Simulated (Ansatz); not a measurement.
Born–Oppenheimer molecular dynamics of Cl4FH3NTa (10 atoms, charge 0, multiplicity 1). It starts at the highest image of a converged band, a first-order saddle point between two minima.

All numbers below come from RHF/def2-SVP in Ansatz 0.2.0.

* ensemble: NVE (velocity Verlet)
* time step: 0.5 fs
* steps asked: 200
* starting velocities drawn for: 100 K
* seed: 6497

First frame:

```xyz
10
Properties=species:S:1:pos:R:3
Ta -0.199 -0.396 0.268
Cl 2.582 0.368 0.328
Cl -0.220 0.277 2.515
Cl 0.288 -1.226 -1.871
F -0.358 1.352 -0.348
Cl -2.343 -1.189 0.291
N 1.073 -1.921 0.938
H 1.242 -2.725 0.356
H 1.066 -2.189 1.908
H 2.170 -0.947 0.729
```

(1) What does the run give?

(2) What happens to the structure?

(3) How do temperature and energy run in time?

Results:

(1) All steps were run.

```yaml
steps_done: 200
time_covered: 100 fs
mean_temperature_over_the_second_half: 1249 K
spread_of_the_potential_energy_over_the_second_half: 28.1 meV per atom
mean_potential_energy_of_the_second_half_above_the_start: -119.1 meV per atom
```

The conserved energy stayed within 1.1 meV per atom of its start (net change 0.15 meV per atom), so the integration is sound. The kinetic energy rose, since the run started high on the potential surface and went downhill. A run of 0.1 ps of so small a system gives no equilibrium averages. The orbitals stay closed-shell, which can raise the energy where a bond breaks towards radicals; this wasn't checked here.

(2) Between its relaxed ends the band would form Cl2–H10 and break Ta1–Cl2, N7–H10. These pairs go: Cl2–H10 1.43 → 3.67 Å, Ta1–Cl2 2.88 → 2.35 Å, N7–H10 1.48 → 1.14 Å. In the last frame they stand as before the step (other bonds may differ from the relaxed reactants and products). Also parted: Ta1–H10 2.48 → 3.20 Å. It ends as one piece, Cl4FH3NTa. Pairs count as bonded within 1.25 times the sum of covalent radii (0.12 Å more for H–H). Another seed would give other details.

(3) 
```tsv
time (fs)	T (K)	potential energy less start (eV)	conserved less start (meV/atom)
0	100	0.000	0.00
8	56	0.046	0.01
16	252	-0.157	0.08
24	545	-0.460	0.00
32	1007	-0.948	-0.98
40	780	-0.696	0.80
48	1327	-1.279	-1.06
56	1451	-1.400	-0.32
64	1327	-1.267	0.19
72	1104	-1.037	0.11
80	927	-0.858	-0.31
88	1158	-1.101	-0.68
96	1416	-1.361	-0.09
```

Run time: 7.6 min on 4 threads of Arm Neoverse V1 (shared host), peak memory 0.48 GiB.
